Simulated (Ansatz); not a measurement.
Molecule (SMILES): [Si](Br)Br (closed-shell singlet).
Atoms: Si1, Br2, Br3. Bonds: Si1-Br2, Si1-Br3.

Basis-set convergence of the harmonic zero-point energy at PBE with Ansatz (a quantum-chemistry and plane-wave program). Each level at its own minimum, finite differences of forces, unscaled; the reference is a large set that could be run, not a limit. Cartesian d functions, on some or all atoms, in 3-21G, 6-31G, 6-311G**; all else is spherical. The program fits the integrals of some runs and decomposes those of others, by size. No added dispersion term, no relativity. Reference: the value in aug-pcseg-2, 1.27 kcal/mol. Deviations are taken from unrounded values. Cost is core time over that of STO-3G, rough, on shared machines of one kind.

```json
[
 {"basis": "STO-3G", "functions": "45", "harmonic zero-point energy (kcal/mol)": "1.56", "minus reference (kcal/mol)": "0.29", "cost": "1×"},
 {"basis": "pcseg-0", "functions": "57", "harmonic zero-point energy (kcal/mol)": "1.12", "minus reference (kcal/mol)": "-0.15", "cost": "1×"},
 {"basis": "3-21G", "functions": "59", "harmonic zero-point energy (kcal/mol)": "1.12", "minus reference (kcal/mol)": "-0.15", "cost": "1×"},
 {"basis": "6-31G", "functions": "71", "harmonic zero-point energy (kcal/mol)": "1.13", "minus reference (kcal/mol)": "-0.14", "cost": "1×"},
 {"basis": "pcseg-1", "functions": "72", "harmonic zero-point energy (kcal/mol)": "1.27", "minus reference (kcal/mol)": "0.00", "cost": "2×"},
 {"basis": "cc-pV(D+d)Z", "functions": "77", "harmonic zero-point energy (kcal/mol)": "1.28", "minus reference (kcal/mol)": "0.01", "cost": "3×"},
 {"basis": "aug-pcseg-1", "functions": "99", "harmonic zero-point energy (kcal/mol)": "1.24", "minus reference (kcal/mol)": "-0.03", "cost": "3×"},
 {"basis": "def2-SVPD", "functions": "106", "harmonic zero-point energy (kcal/mol)": "1.27", "minus reference (kcal/mol)": "0.00", "cost": "3×"},
 {"basis": "6-311G**", "functions": "115", "harmonic zero-point energy (kcal/mol)": "1.25", "minus reference (kcal/mol)": "-0.02", "cost": "2×"},
 {"basis": "pcseg-2", "functions": "120", "harmonic zero-point energy (kcal/mol)": "1.27", "minus reference (kcal/mol)": "0.00", "cost": "3×"},
 {"basis": "cc-pV(T+d)Z", "functions": "125", "harmonic zero-point energy (kcal/mol)": "1.28", "minus reference (kcal/mol)": "0.01", "cost": "3×"},
 {"basis": "def2-TZVPD", "functions": "157", "harmonic zero-point energy (kcal/mol)": "1.27", "minus reference (kcal/mol)": "0.00", "cost": "4×"},
 {"basis": "def2-TZVPPD", "functions": "162", "harmonic zero-point energy (kcal/mol)": "1.27", "minus reference (kcal/mol)": "0.00", "cost": "4×"}
]
```

The smallest set listed that lies within 0.2 kcal/mol of the reference with all its larger relatives (same family, alike in diffuse functions; a set with none counts only in the reference's own line) is pcseg-0 (57 functions, 1× in cost, -0.15 kcal/mol off). (Relatives not listed, tested too: 6-31G* 0.01, 6-31G** 0.01, aug-pcseg-2 0.00 kcal/mol.)
